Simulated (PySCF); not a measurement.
**Radial density of B (boron, neutral)**

UHF, [He] 2s2 3s1, 2S determinant (an excited configuration). Calculation: PySCF 2.14, in aug-cc-pwCVQZ (9s8p6d4f2g, 109 functions); the non-relativistic Hamiltonian (point nucleus).

```
r (bohr)  4πr²ρ (e/bohr)  4πr²(ρα − ρβ)
 0.00493         0.02117         0.0001
 0.00829         0.05784         0.0002
  0.0140          0.1548         0.0004
  0.0235          0.3981         0.0011
  0.0395          0.9613         0.0026
  0.0664           2.083         0.0055
   0.112           3.780         0.0094
   0.188           5.108         0.0108
   0.316           4.244         0.0039
   0.531           1.656         0.0011
   0.894          0.8337         0.0309
    1.50           1.228         0.0346
    2.53          0.4984        -0.0027
    4.25          0.1788         0.1494
    7.15          0.1660         0.1659
    12.0        0.003379         0.0034
```

The outer electron is Rydberg-like, and this basis confines it to a smaller radius and binds it less than a complete one would.

Task: Where is the radial spin density 4πr²(ρα − ρβ) most negative, and why is it negative at all?

Result: Around r = 2.53 bohr, down to -0.0027 e/bohr: exchange with the open shell polarises the paired shells in an unrestricted calculation.
